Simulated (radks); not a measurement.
The oxygen anion O2-, [Ne], held by a Watson sphere: a shell of charge +2.78 at radius R that stands for the Madelung well of a crystal (potential energy -2.78/R inside, -2.78/r outside, in hartree with lengths in bohr). Method: non-relativistic Kohn-Sham, LDA (Slater exchange, VWN5 correlation), spin-polarised, spherical densities, point nucleus; computed with a radial shooting solver on a logarithmic mesh with Libxc functionals. Response by self-consistent Sternheimer equations with the Hartree and adiabatic LDA kernel. The sphere does not respond.

| R (bohr) | e(1s) (eV) | e(2s) (eV) | e(2p) (eV) | <r> 2p (bohr) | sum of <r^2> (bohr^2) | X-ray form factor at sin(theta)/lambda = 0.2 1/angstrom | alpha (bohr^3) |
|---|---|---|---|---|---|---|---|
| 1.98 | -511.99 | -30.643 | -16.470 | 1.420 | 19.53 | 6.220 | 9.457 |
| 2.36 | -510.94 | -27.935 | -14.103 | 1.510 | 22.10 | 6.014 | 13.90 |
| 2.42 | -510.77 | -27.566 | -13.771 | 1.523 | 22.50 | 5.988 | 14.75 |
| 3.24 | -508.53 | -23.716 | -10.153 | 1.686 | 27.92 | 5.762 | 31.48 |
| 3.4 | -508.15 | -23.167 | -9.612 | 1.714 | 29.00 | 5.738 | 36.16 |
| 3.5 | -507.92 | -22.850 | -9.296 | 1.732 | 29.68 | 5.726 | 39.39 |
| 3.82 | -507.25 | -21.946 | -8.385 | 1.786 | 31.89 | 5.696 | 51.45 |
